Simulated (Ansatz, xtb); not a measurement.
Pulling on the Be1–H2 bond and 1 like it together in BeH2 (SMILES [BeH2]) (multiplicity 1 held, fragments rigid). Energies count from the point at 1.330 Å.
Geometry at that point (charge 0, multiplicity 1):
| atom | x (Å) | y (Å) | z (Å) |
|---|---|---|---|
| Be | 0.0000 | 0.0000 | 0.0000 |
| H | 0.0000 | 0.0000 | -1.3301 |
| H | 0.0000 | 0.0000 | 1.3301 |

R- and RO- levels are restricted; in cc, def2 and unpolarised 6-31G sets they are followed outwards from rest. Full CI gives the lowest state of the spin. Curves can end on different states.

Correlated levels freeze the cores.

The values were computed with Ansatz (a program for electronic structure) with Gaussian orbitals; xtb for the GFN methods. Values without a source in brackets are computed. The GFN methods have no spin term and hold the electronic entropy of 300 K.

Energies in kJ/mol.

| R (Å) | GFN2-xTB | R-r2SCAN/cc-pVTZ | R-SCS-MP2/cc-pVTZ | FCI/cc-pVTZ |
|---|---|---|---|---|
| 1.064 | 98 | 158 | 158 | 160 |
| 1.197 | 8 | 33 | 32 | 33 |
| 1.330 | 0 | 0 | 0 | 0 |
| 1.463 | 31 | 21 | 23 | 21 |
| 1.596 | 79 | 72 | 77 | 72 |
| 1.796 | 163 | 177 | 189 | 177 |
| 1.995 | 254 | 292 | 311 | 289 |
| 2.328 | 404 | 472 | 506 | 455 |
| 2.660 | 547 | 615 | 663 | 560 |
| 3.059 | 699 | 734 | 782 | 599 |
| 3.591 | 845 | 821 | 780 | 604 |
| 4.256 | 903 | 863 | 442 | 605 |

Doubts at one or more of the structures used: a restricted determinant that unrestricted orbitals would lower (R-r2SCAN/cc-pVTZ, R-SCS-MP2/cc-pVTZ).
